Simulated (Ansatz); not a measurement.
A run for Ansatz (a program for electronic structure): U-B97M-V/def2-TZVPP on MoBr, 2S+1 = 6, a spin state set in the input, which need not be the lowest, a point of a bond scan (R = 2.443 Å). Elements past Kr take the def2 small-core potentials; no spin–orbit coupling.

Ansatz 0.2 input:
```yaml
crystal:
  periodic: [false, false, false]
  atoms:
    - {symbol: Mo, position_ang: [0.00000000, 0.00000000, 0.00000000]}
    - {symbol: Br, position_ang: [0.00000000, 0.00000000, 2.44265200]}
basis:
  gaussian:
    orbitals: def2-TZVPP
    pivot_positions_ang: [[0.00000000, 0.00000000, 0.00000000], [0.00000000, 0.00000000, 2.44265200]]
hamiltonian:
  xc: {name: B97M-V}
magnetization: {spin_polarized: true, initial_magnetization: 5}
output: {forces: true, orbitals: {seedname: ./end}}
```

Question: What total energy does the run end on?

Answer: -2641.8874 hartree.

Question: How many basis functions does it have, and what does it roughly cost on one machine?

Answer: 104 functions; about 60 core-seconds (a rough figure).
